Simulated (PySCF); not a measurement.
`C/C(=C/C(Cl)Cl)CBr`, C5H7BrCl2

Geometry:
```tsv
atom	x (Å)	y (Å)	z (Å)
C1	-1.674	-1.091	-0.173
C2	-0.464	-0.216	-0.109
C3	0.736	-0.685	0.231
C4	1.959	0.150	0.362
Cl5	2.623	0.538	-1.273
Cl6	3.207	-0.693	1.297
C7	-0.699	1.227	-0.413
Br8	-0.873	2.262	1.258
H9	-1.433	-2.116	0.094
H10	-2.098	-1.078	-1.176
H11	-2.433	-0.718	0.515
H12	0.870	-1.740	0.417
H13	1.782	1.110	0.853
H14	-1.634	1.380	-0.947
H15	0.127	1.679	-0.958
```

Method: GIAO B3LYP/pcSseg-1 magnetisability, rotational g tensor and spin-rotation constants, non-relativistic, gas phase in PySCF. Geometry: GFN2-xTB.

The calculation is non-relativistic, which matters for the atoms heavier than Zn.

Task: What are the magnetisability and the molar susceptibility?

Result: Isotropic -1839 × 10⁻³⁰ J/T², or -110.8 × 10⁻⁶ cm³/mol; principal values -2031, -1777, -1710 × 10⁻³⁰ J/T², anisotropy 294 × 10⁻³⁰ J/T² (root of half the summed squared differences of the principal values). The susceptibility is in cgs units.

Task: Split it along the inertial axes a, b, c into diamagnetic and paramagnetic parts about the centre of mass, with the quadrupole moment.

Result: 
| axis | χ (10⁻⁶ cm³/mol) | diamagnetic (10⁻⁶ cm³/mol) | paramagnetic (10⁻⁶ cm³/mol) | summed x² of all electrons (Å²) | quadrupole Θ (D Å) |
| --- | --- | --- | --- | --- | --- |
| a | -107.5 | -1041.7 | 934.2 | 430.3 | -8.46 |
| b | -108.0 | -2248.9 | 2140.9 | 145.8 | +7.60 |
| c | -116.7 | -2444.1 | 2327.4 | 99.8 | +0.86 |

Anisotropies 2χaa − χbb − χcc = +9.7 and 2χbb − χaa − χcc = +8.3 × 10⁻⁶ cm³/mol. Θ is traceless in Buckingham's convention.

Task: And the rotational g tensor?

Result: 
| axis | rotational constant (GHz) | g | nuclear part | electronic part |
| --- | --- | --- | --- | --- |
| a | 1.2777 | -0.0132 | 0.5476 | -0.5608 |
| b | 0.4907 | -0.0071 | 0.4864 | -0.4935 |
| c | 0.4592 | -0.0039 | 0.4982 | -0.5021 |

Asymmetric top; isotopes 79Br, 12C, 35Cl, 1H; no vibrational averaging.
